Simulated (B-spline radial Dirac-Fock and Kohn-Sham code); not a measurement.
**Relativistic shifts of the levels of Cr²⁺**

System: Cr²⁺, configuration [Ar] 3d4.

Both columns are ΔSCF binding energies of the configuration average from a B-spline atomic structure program: non-relativistic Hartree-Fock with a point nucleus, and Dirac-Fock with a finite nucleus and the Coulomb interaction alone, averaged over the two j levels with weights 2j+1.

```
shell  Hartree-Fock (eV)  Dirac-Fock (eV)  shift (eV)  shift (%)
   1s             5982.9           6029.6      +46.72      +0.78
   2s              721.5            730.9       +9.48      +1.31
   2p              609.3            610.8       +1.48      +0.24
   3s              109.2            110.6       +1.45      +1.33
   3p              75.64            75.90       +0.25      +0.33
   3d              28.94            28.74       -0.20      -0.68
```

Relativity binds 1s, 2s, 2p, 3s, 3p more strongly, among those listed most of all 3s in relative terms, and 3d more weakly, because the contracted s and p shells screen the nucleus better.

Values without a named source are computed, but for edge energies of neutral atoms, which are taken from tables.
